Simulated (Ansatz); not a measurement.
Isolated molecules relaxed with PBE0-D4/def2-TZVP in Ansatz; ΔE leaves out vibrations. CCSD(T)/CBS adds triple-zeta CCSD(T) − MP2 to the extrapolated MP2 energy (def2 sets, frozen cores). Elements past krypton have def2 core potentials. For Ge, Se, Te outer-core shells are correlated without core-valence functions, which leaves a few kJ/mol of doubt a bond. Scalar relativity is left out up to krypton. Each species was taken in one conformer, which may not be the lowest.

Consider the redistribution: `C[Se][BH][GeH3]` + `C=C([SiH3])[TeH]` → `C[Se]B[SiH3]` + `C=[C]([GeH3])[TeH]`.

```
             species  CCSD(T)/CBS(def2) energy (Eh)
   `C[Se][BH][GeH3]`                    -4543.88078
  `C=C([SiH3])[TeH]`                     -636.48095
      `C[Se]B[SiH3]`                    -2756.84434
`C=[C]([GeH3])[TeH]`                    -2423.50862
```

**Question.** Work out ΔE.

**Answer.** ΔE = (-2756.84434) + (-2423.50862) − (-4543.88078) − (-636.48095) = 0.00877 Eh = +23.0 kJ/mol.

Largest T1 diagnostic among the species: 0.014.

The D4 term adds +3.6 kJ/mol with B3LYP and +2.0 kJ/mol with PBE0; it sums over pairs of atoms, weighted by their polarisabilities, and B3LYP, whose exchange is more repulsive, gets the larger term.

B3LYP here is the variant with VWN-RPA as its local correlation; programs differ in this.
